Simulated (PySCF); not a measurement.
CH₆FSi₃ (doublet state).
Z-matrix (Å and degrees, GFN2-xTB geometry), rows numbered from 1:
```
F 
Si  1  1.6552
Si  2  2.3388  1  111.04
C   3  1.9292  2   83.45  1  -117.30
Si  4  1.9291  3  108.16  2     8.95
H   3  1.4698  2  114.89  1   132.03
H   3  1.4706  2  129.58  1    -7.12
H   4  1.0891  3  110.28  2  -111.83
H   4  1.0881  3  111.17  2   131.23
H   5  1.4694  2  114.79  1  -132.14
H   5  1.4706  2  129.65  1     6.94
```

As a line formula: `[SiH2]1[Si](F)[SiH2]C1` [radical].

Computed with PySCF, UKS B3LYP, pcH-1 on C F H Si, non-relativistic, mean-field spin-orbit, GIAO. One conformer (not necessarily the lowest) at the GFN2-xTB geometry, without solvent, vibrations or thermal averaging. A GFN2-xTB geometry isn't a minimum of the functional, and hyperfine couplings can be far from their values at a DFT geometry, by a factor of two or more for some ions and for spin on atoms past the first row. Stability of the SCF solution: not tested.

Q: Match the computed a_iso(29Si) values -340.7, -58.3 MHz (means over equivalent nuclei) with the sites Si2; Si3/Si5.

A: 
| site | a_iso (MHz) | ρ(0) (bohr⁻³) | position | distance from Si2 (Å) | spin population | largest \|T\| (MHz) |
| --- | --- | --- | --- | --- | --- | --- |
| Si2 | -340.7 | +0.3843 | largest spin population | 0.00 | +0.72 | 150.5 |
| Si3/Si5 | -58.3 | +0.0657 | 1 bond from Si2 | 2.34 | +0.08 | 28.5 |

Q: The isotropic 1H couplings, averaged over equivalent nuclei, are +19.1, +11.5 MHz. Assign them to H6/H7/H10/H11; H8/H9.

A: 
```
         site  a_iso (MHz)  ρ(0) (bohr⁻³)          position  distance from Si2 (Å)  bound to  spin population there  largest |T| (MHz)
H6/H7/H10/H11        +11.5        +0.0026  2 bonds from Si2                   3.35   Si3/Si5                  +0.08                3.5
        H8/H9        +19.1        +0.0043  3 bonds from Si2                   3.61        C4                  +0.04                3.6
```

ρ(0) is the spin density at the nucleus and T the dipolar tensor; a_iso includes a spin–orbit part; entries for several nuclei are means. Largest spin populations (Mulliken): Si2 (+0.72), Si3 (+0.08) and Si5 (+0.08). No atom but Si2 exceeds +0.15. The angles at Si2 add up to 306.0°, so it is pyramidal.

Class means assume fast exchange of nuclei equivalent by connectivity; if that motion is slow, each nucleus keeps its own coupling. The 1H value of +11.5 MHz is a mean of couplings from -7.0 to 29.9 MHz in this one geometry, not an average over conformers. The 1H value of +19.1 MHz is a mean of couplings from 4.9 to 33.2 MHz in this one geometry, not an average over conformers.

Time: 50 s of wall time (grids of density and orbitals included); peak memory 0.78 GiB. Hardware: one thread, Arm Neoverse V1 (aarch64), no GPU, shared host.
